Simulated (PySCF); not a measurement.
An unknown is described by computed data only.

Elements present: B, C, F, H and O. Monoisotopic mass: 136.0307 u.

| Item | Value |
| --- | --- |
| Rotational structure | rotational constants A, B, C: 3.471, 0.885, 0.808 GHz [PBE0-D3(BJ)/def2-SVP] |
| UV, first state | lowest singlet excitation: 4.55 eV (273 nm, f = 0.001) [TDDFT CAM-B3LYP/def2-SVPD] |
| 13C NMR | chemical shifts (computed TMS as zero) by class: 132.1 (1 C), 124.8 (1 C), 90.8 (1 C), 6.9 (1 C) ppm [GIAO PBE/pcSseg-1] |
| 1H NMR | chemical shifts (computed TMS as zero) by class: 4.86 (1 H), 2.21 (3 H) ppm [GIAO PBE/pcSseg-1] |
| UV, strongest line | among the 10 lowest singlet transitions: S7 at 8.07 eV (154 nm, f = 0.800) [TDDFT CAM-B3LYP/def2-SVPD] |
| Triplet | lowest triplet excitation (Tamm–Dancoff): 4.18 eV [TDA CAM-B3LYP/def2-SVPD] |

The electronic properties come from PySCF, for the isolated species, density fitting. Levels stand in brackets. The structure is a single PBE0-D3(BJ)/def2-SVP conformer in the gas phase; no vibrational or solvent corrections. Each NMR value is the plain mean over a class of atoms that symmetry, rotation or inversion makes alike.

Problem. Which formula fits the mass and the elements?

Solution. C4H4BF3O (calculated 136.0307). No other formula that holds each of these elements comes within 0.0003 u with a fitting electron parity and a possible valence count.

Problem. Propose a structure and show how it fits.

Solution. Numbering: `[CH3:1][C:2]#[C:3][BH:4][O:5][C:6]([F:7])([F:8])[F:9]`. 4 carbons fall into 4 classes; from least to most shielded: CF3 carbon [C6] (132.1 ppm), alkyne carbon [C2] (124.8 ppm), alkyne carbon [C3] (90.8 ppm), propargylic carbon [C1] (6.9 ppm). Hydrogen classes from least to most shielded: 1 H on a three-coordinate boron, B4 (4.86 ppm), 3 H on a propargylic carbon, C1 (2.21 ppm). S1 is mainly HOMO→LUMO (weight 0.97); the largest Löwdin shares of the orbital it empties are 0.38 on each of 2 atoms of one kind (alkyne carbon), 0.08 on the propargylic carbon and 0.06 on the three-coordinate boron, of the orbital it fills 0.34 on the three-coordinate boron, 0.18 on each of 2 atoms of one kind (alkyne carbon) and 0.13 on the boron-bound oxygen. By its constants the optimised geometry is an asymmetric top. Structure: `CC#CBOC(F)(F)F`. The assignments are read from this structure; whether some other isomer fits the data as well wasn't checked.

Conformer computed: `[CH3:1][C:2]#[C:3][BH:4][O:5][C:6]([F:7])([F:8])[F:9]`: C3–B4–O5–C6 -1°, B4–O5–C6–F7 -60°.
